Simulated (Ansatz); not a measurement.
Gas-phase electronic energies from Ansatz, PBE0-D4/def2-TZVP geometries. CCSD(T)/CBS is the MP2 limit (def2-TZVPP, def2-QZVPP) plus CCSD(T) − MP2 in def2-TZVPP, frozen cores. Functionals use def2-TZVPP. B3LYP here is the variant with VWN-RPA as its local correlation; programs differ in this. For Br outer-core shells are correlated without core-valence functions, which leaves a few kJ/mol of doubt a bond. Scalar relativity is left out up to krypton. One conformer a species, not always the lowest.

Reaction (substitution at a C–Si bond): `C[Si](O)(O)Br` + `C=CN[SiH2]Cl` → `C=CN(C)[SiH2]Cl` + `O[SiH](O)Br`

| species | B3LYP energy (Eh) |
| --- | --- |
| `C[Si](O)(O)Br` | -3055.53687 |
| `C=CN[SiH2]Cl` | -884.44204 |
| `C=CN(C)[SiH2]Cl` | -923.76134 |
| `O[SiH](O)Br` | -3016.18708 |

Task: Work out ΔE.

Result: ΔE = (-923.76134) + (-3016.18708) − (-3055.53687) − (-884.44204) = 0.03049 Eh = +80.1 kJ/mol. CCSD(T)/CBS gives +77.6 kJ/mol.

Largest T1 diagnostic among the species: 0.011.

Leaving LDA and LC-ωPBE aside and taking each functional with its dispersion term where it has one, the values, not all of them listed here, spread over 9.6 kJ/mol, from revPBE-D4 to B97M-V. LDA lies −7.5 kJ/mol from PBE without D4. In def2-TZVPP, CCSD(T) changes the Hartree–Fock value by −4.7 kJ/mol (the triples alone add −1.5 kJ/mol) and MP2 by −4.6 kJ/mol. At CCSD(T), def2-SVP lies −15.3 kJ/mol from the extrapolated value and def2-TZVPP −2.3 kJ/mol.
